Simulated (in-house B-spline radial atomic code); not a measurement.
The neodymium ion Nd⁵⁺: [Kr] 4d9 4f2 5s2 5p5 6s1 (an excited or competing configuration)

Level of theory: Dirac-Hartree-Fock, average of configuration, Fermi nucleus of rms radius 4.9123 fm; calculated with a B-spline radial code for spherical atoms.

Effective charges: Z_r = [3n² - l(l+1)]/(2<r>) from the radius, Z_e = n√(-2ε) from the energy, and Slater's rules. Values are occupation-weighted means over j. An effective charge above Z reflects the relativistic contraction of the inner shells.

```csv
shell,electrons,ε (eV),<r> (bohr),Z_r,Z_e,Slater
1s,2,-43910,0.02363,63.49,56.81,59.70
2s,2,-7288.8,0.1004,59.77,46.29,55.85
2p,6,-6534.6,0.08856,56.46,43.83,55.85
3s,2,-1699.6,0.2648,50.99,33.53,48.75
3p,6,-1454.4,0.263,47.53,31.02,48.75
3d,10,-1106,0.2414,43.50,27.05,38.85
4s,2,-425.6,0.6011,39.93,22.37,32.25
4p,6,-340.67,0.6343,36.26,20.02,32.25
4d,9,-216.38,0.6889,30.49,15.95,21.20
5s,2,-115.63,1.355,27.68,14.58,13.75
4f,2,-89.825,0.8181,22.00,10.28,14.65
5p,5,-89.728,1.5,24.34,12.84,13.75
6s,1,-45.164,2.809,19.22,10.93,7.05
```

The least bound orbital is 6s1/2 at -45.16 eV, and it is also the most diffuse (<r> = 2.809 bohr). The part-filled 4d shell lies below the filled 5s shell in orbital energy.

Spin-orbit splittings of the orbital energies (j = l + 1/2 above j = l - 1/2 when positive): 2p 521.6 eV, 3p 106.5 eV, 3d 22.69 eV, 4p 23.88 eV, 4d 4.339 eV, 4f 0.5108 eV, 5p 4.511 eV.

For the 1s electron the small component carries 4.95 % of the norm, the zero-frequency Breit interaction raises the level by 122.4 eV, self-energy by 71.99 eV, and vacuum polarisation lowers it by 11.05 eV.
